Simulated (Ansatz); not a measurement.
A made-up structure of GeH2ClO (charge -1), singlet:

```csv
atom,x (Å),y (Å),z (Å)
O1,-0.5680,-0.2962,1.4975
Ge2,0.0813,-0.1088,0.1028
Cl3,-1.0999,1.0132,-0.4293
H4,0.0424,-1.3254,-1.0723
H5,1.5441,0.7172,-0.0987
```

It is relaxed with PBE-D4/def2-SVPD and then PBE0-D4/def2-TZVPD (Ansatz 0.2.0). Atoms count as bonded within 1.22 times the sum of their covalent radii (H–H: 0.88 Å). The end point is not checked to be a true minimum.

(1) Does its bonding change? (Judge from chemistry; the calculation decides.)

## Answers

(1) Computed: No: no bond forms or breaks.

Where it ends: The first stage lowers the energy by 5.72 eV in 8 steps. It ends as GeH₂ClO ([O][GeH2][Cl]), total charge -1:
O1  (-0.323, -0.577, 1.709)
Ge2  (0.111, -0.153, 0.151)
Cl3  (-1.299, 1.358, -0.845)
H4  (0.060, -1.260, -0.958)
H5  (1.451, 0.632, -0.057)
(Å)

Labels in which every atom is bracketed show which atoms are joined, not bond orders.

For scale, one of the runs: PBE0-D4/def2-TZVPD relaxation, 158 basis functions, launched by `ansatz run in.yaml --threads 2 --pin off --events-out ev --progress --plain --max-ram 4352MiB`. The run took about 25 s on 2 CPU threads of an Arm Neoverse V2 (shared host).
